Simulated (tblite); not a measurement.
C5H5F3Si.
Atom-mapped SMILES: `[CH:1]#[C:2][C:3](=[CH2:4])[SiH2:5][C:6]([F:7])([F:8])[F:9]` (hydrogens: H10 on C1; H11, H12 on C4; H13, H14 on Si5)

Computed with GFN2-xTB (tblite), gas phase: L-BFGS steps from a force-field or distance-geometry start until the largest atomic force falls under 0.01 eV/Å.

Step 121: E = -791.2201 eV
```
atom  x, y, z in Å  |  force x, y, z in eV/Å
C1      3.0831   -0.6146   -1.0166    0.072  -0.012  -0.081
C2      2.0626   -0.2111   -0.5316   -0.032  -0.005   0.062
C3      0.8416    0.2137    0.0414   -0.002   0.063   0.075
C4      0.8299    1.1004    1.0444    0.011  -0.047  -0.078
Si5    -0.6960   -0.5442   -0.7410   -0.005  -0.004   0.029
C6     -2.2054   -0.0876    0.4023   -0.047   0.011   0.068
F7     -3.3461   -0.6286   -0.0727    0.003   0.037   0.036
F8     -2.0821   -0.5341    1.6723   -0.009   0.044  -0.106
F9     -2.4333    1.2415    0.4970   -0.005  -0.099  -0.007
H10     3.9781   -0.9435   -1.4535    0.023  -0.002   0.014
H11    -0.0846    1.4441    1.4951    0.013  -0.006   0.012
H12     1.7474    1.5088    1.4354    0.019   0.025   0.040
H13    -0.6791   -2.0042   -0.7646   -0.004  -0.020   0.008
H14    -1.0166    0.0590   -2.0300   -0.038   0.014  -0.071
```

Step 122: E = -791.2211 eV
```
atom  x, y, z in Å  |  force x, y, z in eV/Å
C1      3.0833   -0.5996   -1.0294   -0.004   0.015  -0.033
C2      2.0622   -0.2021   -0.5388    0.003  -0.027   0.040
C3      0.8404    0.2139    0.0418    0.031   0.045   0.050
C4      0.8319    1.0953    1.0493    0.003  -0.040  -0.059
Si5    -0.6950   -0.5567   -0.7334   -0.036  -0.021   0.008
C6     -2.2106   -0.0813    0.3979   -0.001  -0.025  -0.022
F7     -3.3596   -0.5887   -0.0915   -0.029  -0.007  -0.010
F8     -2.1094   -0.5462    1.6602    0.016   0.014   0.001
F9     -2.4111    1.2487    0.5060   -0.006   0.004   0.003
H10     3.9802   -0.9247   -1.4648    0.026   0.001   0.004
H11    -0.0806    1.4322    1.5102    0.025  -0.009   0.002
H12     1.7511    1.5050    1.4357    0.009   0.025   0.035
H13    -0.6715   -2.0195   -0.7285   -0.012   0.030   0.005
H14    -1.0119    0.0232   -2.0369   -0.025  -0.008  -0.024
```

Step 123: E = -791.2216 eV
```
atom  x, y, z in Å  |  force x, y, z in eV/Å
C1      3.0872   -0.5803   -1.0405   -0.132   0.057   0.028
C2      2.0614   -0.1994   -0.5420    0.175  -0.093  -0.053
C3      0.8391    0.2067    0.0461    0.050  -0.045  -0.058
C4      0.8344    1.0804    1.0572    0.035   0.033   0.031
Si5    -0.6961   -0.5696   -0.7273   -0.026   0.012   0.044
C6     -2.2151   -0.0723    0.3920   -0.003  -0.023   0.008
F7     -3.3671   -0.5733   -0.0965   -0.018  -0.013  -0.011
F8     -2.1242   -0.5246    1.6611    0.016   0.031  -0.041
F9     -2.4036    1.2610    0.4841    0.002  -0.010   0.010
H10     3.9868   -0.8945   -1.4826   -0.034   0.021   0.033
H11    -0.0754    1.4136    1.5232   -0.015   0.005   0.027
H12     1.7549    1.4884    1.4447   -0.011   0.018   0.017
H13    -0.6756   -2.0309   -0.7037   -0.013   0.006   0.007
H14    -1.0071   -0.0057   -2.0380   -0.026   0.000  -0.040
```

Step 124: E = -791.2223 eV
```
atom  x, y, z in Å  |  force x, y, z in eV/Å
C1      3.0874   -0.5688   -1.0504   -0.080   0.041   0.005
C2      2.0622   -0.1920   -0.5492    0.095  -0.067  -0.017
C3      0.8395    0.2046    0.0457    0.055  -0.033  -0.036
C4      0.8349    1.0684    1.0662    0.005   0.020   0.020
Si5    -0.6960   -0.5765   -0.7239   -0.015   0.009   0.035
C6     -2.2162   -0.0638    0.3869    0.001  -0.011   0.014
F7     -3.3681   -0.5674   -0.0992   -0.013  -0.008   0.000
F8     -2.1287   -0.5022    1.6616    0.008   0.033  -0.059
F9     -2.4011    1.2715    0.4640    0.001  -0.029   0.009
H10     3.9877   -0.8781   -1.4939   -0.026   0.019   0.026
H11    -0.0752    1.3902    1.5416    0.011  -0.001   0.006
H12     1.7543    1.4790    1.4534   -0.009   0.013   0.014
H13    -0.6778   -2.0384   -0.6821   -0.014   0.022   0.003
H14    -1.0034   -0.0270   -2.0428   -0.020  -0.008  -0.019
```

Problem. Estimate the geometry and energy of step 125. (The exact step hangs on the optimiser's Hessian estimate; all steps are aligned on step 124, rigid shifts and turns removed.)

Solution. E = -791.2231 eV, largest force 0.088 eV/Å
```
atom  x, y, z in Å  |  force x, y, z in eV/Å
C1      3.0908   -0.5487   -1.0657   -0.046   0.026  -0.004
C2      2.0648   -0.1849   -0.5578    0.047  -0.046  -0.011
C3      0.8418    0.1978    0.0438    0.025   0.033   0.078
C4      0.8364    1.0469    1.0794   -0.006  -0.048  -0.073
Si5    -0.6970   -0.5864   -0.7182    0.009   0.010   0.021
C6     -2.2181   -0.0505    0.3792    0.014   0.021   0.021
F7     -3.3688   -0.5636   -0.1001   -0.006   0.005   0.019
F8     -2.1329   -0.4606    1.6638   -0.009   0.030  -0.076
F9     -2.4003    1.2877    0.4275   -0.007  -0.066   0.008
H10     3.9930   -0.8482   -1.5105   -0.006   0.012   0.011
H11    -0.0735    1.3534    1.5644   -0.006   0.005   0.005
H12     1.7524    1.4612    1.4693    0.014   0.006   0.008
H13    -0.6868   -2.0479   -0.6507   -0.012   0.026  -0.003
H14    -1.0024   -0.0566   -2.0465   -0.011  -0.014  -0.005
```

The energy changes by -0.0008 eV. The first-order estimate −F·Δx gives -0.0014 eV and the mean of the old and new forces, exact on a quadratic surface, -0.0008 eV. The step makes an angle of 86° with the force vector and moves no atom by more than 0.043 Å.

What follows is the cost of the whole relaxation. On an Intel Xeon at 2.50 GHz with one thread, on a shared host, this took 3.9 s wall, 2.7 s CPU.
